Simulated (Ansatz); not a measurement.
One change: `COB(C)Br` becomes `CB(S)Br`.

Ansatz, PBE0-D4/def2-TZVP geometries, multiplicity 1. Each molecule was computed in one conformer, which needn't be the lowest.

Scalar relativity is left out up to krypton. Spin–orbit coupling is left out; it splits and shifts lone-pair levels of the heavy atoms by tenths of an eV.

```
                               property  `COB(C)Br`
    LUMO energy (B3LYP/def2-TZVPP) / eV       -0.13
  HOMO–LUMO gap (B3LYP/def2-TZVPP) / eV        7.69
HOMO–LUMO gap (ωB97M-V/def2-TZVPP) / eV       12.41
      HOMO energy (PBE/def2-TZVPP) / eV       -6.78
    HOMO energy (B3LYP/def2-TZVPP) / eV       -7.82
  HOMO energy (ωB97M-V/def2-TZVPP) / eV      -10.33
```

Question: What does the change do to each property? (Estimate.)

Answer: Computed: 
```
                               property  `CB(S)Br`  shift
    LUMO energy (B3LYP/def2-TZVPP) / eV      -1.18  -1.05
  HOMO–LUMO gap (B3LYP/def2-TZVPP) / eV       6.55  -1.14
HOMO–LUMO gap (ωB97M-V/def2-TZVPP) / eV      11.15  -1.26
      HOMO energy (PBE/def2-TZVPP) / eV      -6.80  -0.02
    HOMO energy (B3LYP/def2-TZVPP) / eV      -7.73   0.09
  HOMO energy (ωB97M-V/def2-TZVPP) / eV     -10.13   0.20
```

With PBE0 the HOMO rises by 0.10 eV and the LUMO falls by 1.09 eV, so the gap narrows by about 1.19 eV. PBE moves the HOMO by -0.02 eV and ωB97M-V by 0.20 eV.

B3LYP here is the variant with VWN-RPA as its local correlation; programs differ in this.
